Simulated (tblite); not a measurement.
A tight-binding relaxation on `C#CCBOBF`.

Computed with GFN2-xTB geometry optimisation, gas phase (tblite 0.8.0). Start geometry: from a force field or distance geometry. A driver script takes a list of jobs; this job's settings line and coordinates (Å) are shown.

Command:
```bash
OMP_NUM_THREADS=1 python probes_run.py task.json out
```

Input:
```
{"job": {"kind": "relax", "xc": "GFN2-xTB", "basis": "xTB"}, "charge": 0, "multiplicity": 1}
C      2.201000    -1.165000    -0.057000
C      1.617100    -0.096500     0.132200
C      0.963100     1.179400     0.367700
B     -0.607900     0.921100     0.309200
O     -1.204200    -0.093700     1.229900
B     -2.007200    -1.016800     0.399000
F     -3.396800    -1.166500     0.646100
H      2.682400    -2.095900    -0.228400
H      1.195000     1.822800    -0.529400
H      1.271800     1.636300     1.324700
H     -1.277100     1.900000     0.170200
H     -1.436100    -1.826000    -0.260800
```

Output:
```
step      E/eV     max force
  0    -550.48460    5.137
  1    -551.01288    9.861
  2    -551.62219    4.368
  3    -551.90180    1.162
  4    -551.96852    0.606
  5    -552.01082    0.689
  6    -552.03550    0.578
  7    -552.07637    0.602
  8    -552.11450    0.700
  9    -552.15596    0.685
... (68 lines left out)
 78    -552.65688    0.060
 79    -552.65698    0.035
 80    -552.65708    0.041
 81    -552.65721    0.032
 82    -552.65730    0.021
 83    -552.65734    0.012
 84    -552.65737    0.014
 85    -552.65740    0.018
 86    -552.65743    0.014
 87    -552.65744    0.009
```

«max force» is the largest atomic force in eV/Å.

Problem. From which step on does the largest force stay under 0.1 eV/Å, and how much energy is left to gain from there?

Solution. From step 35 (0.096 eV/Å), 11.1 meV above the end.

In short: energy lowered by 50.1 kcal/mol over 87 steps; largest atomic force 0.009 eV/Å at the end.

Problem. Give the final coordinates.

Solution. 0.639 Å rms from the input after alignment:
```
atom  x, y, z in Å
C1     1.9222   -1.2361    0.1530
C2     1.5028   -0.1204    0.2623
C3     0.9201    1.1985    0.3816
B4    -0.6805    1.1960    0.2581
O5    -1.3371    0.0692    0.1995
B6    -1.8068   -1.1412    0.2490
F7    -2.1022   -1.6565    1.4473
H8     2.3261   -2.1999    0.0657
H9     1.3594    1.8540   -0.3756
H10    1.2007    1.6210    1.3519
H11   -1.2740    2.2134    0.2083
H12   -2.0295   -1.7987   -0.6977
```

Time: 1.2 s. Hardware: one thread of an Intel Xeon at 2.50 GHz, on a shared host.
Labels such as C1 count atoms from 1, the log's own numbers from 0.
